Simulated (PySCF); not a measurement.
Ga(AsH2)(F)2 (AsF₂GaH₂), SMILES [F][Ga]([F])[AsH2].

The structure is a stationary point at r2SCAN-D4/def2-SVP. The structure was generated by enumeration; whether it is a known compound was not checked.

Two levels are set side by side: PBE/def2-TZVP (PySCF) and M06-2X/def2-TZVP (PySCF). Same geometry, gas phase. Differences are taken from unrounded values.

| quantity | M06-2X |
|---|---|
| orbital gap (eV) | 8.74 |
| highest occupied level (eV) | -9.56 |
| lowest empty level (eV) | -0.82 |
| dipole moment (D) | 3.34 |
| mean polarisability (bohr³) | 54.8 |

### Question
What does PBE give, and how far is it from M06-2X? (An estimate is asked for; the answer gives what the named calculation found.)

### Answer

| quantity | PBE | PBE minus M06-2X |
|---|---|---|
| orbital gap (eV) | 5.08 | -3.67 |
| highest occupied level (eV) | -7.41 | 2.15 |
| lowest empty level (eV) | -2.33 | -1.52 |
| dipole moment (D) | 3.23 | -0.11 |
| mean polarisability (bohr³) | 58.5 | 3.6 |

Without exact exchange PBE keeps part of each electron's self-repulsion, which lifts occupied levels and narrows the gap. Loosely held outer electrons make PBE densities more polarisable. Differences between two approximate levels are no errors against the true value.

Rough cost on one machine, each run with all the roots and properties that it gave: M06-2X against PBE about 2 times.
